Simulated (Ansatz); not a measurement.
VSeF₃ was relaxed with r2SCAN-D4 (def2-SVP) in Ansatz in these states: charge +1 doublet, neutral singlet. The geometries follow in no particular order.

A:

```xyz
5

V     0.0955    0.0788   -0.1373
Se   -0.9962   -1.1254    1.4900
F     0.6742   -1.0893   -1.1642
F     1.2362    1.0145    0.6381
F    -1.0098    1.1214   -0.8266
```

B:

| atom | x (Å) | y (Å) | z (Å) |
| --- | --- | --- | --- |
| V1 | 0.0016 | 0.0437 | 0.0841 |
| Se2 | -0.0410 | -0.9492 | -1.8153 |
| F3 | -0.5459 | 1.6452 | -0.1135 |
| F4 | 1.6005 | 0.0461 | 0.6734 |
| F5 | -1.0152 | -0.7859 | 1.1714 |

Q: Judge from the bond lengths which geometry belongs to which state (an estimate).

A: A is the charge +1 doublet (V1–Se2 2.300 Å, V1–F3 1.659 Å, V1–F4 1.667 Å); B is the neutral singlet (V1–Se2 2.144 Å, V1–F3 1.704 Å, V1–F4 1.704 Å).

At r2SCAN-D4/def2-SVP the relaxed charge 1 doublet is spin-contaminated (final ⟨S²⟩ up to 0.84, 0.75 for a pure state). The restricted singlet is unstable towards broken spin symmetry in Hartree–Fock (as tested in another run); at r2SCAN-D4/def2-SVP this wasn't settled.
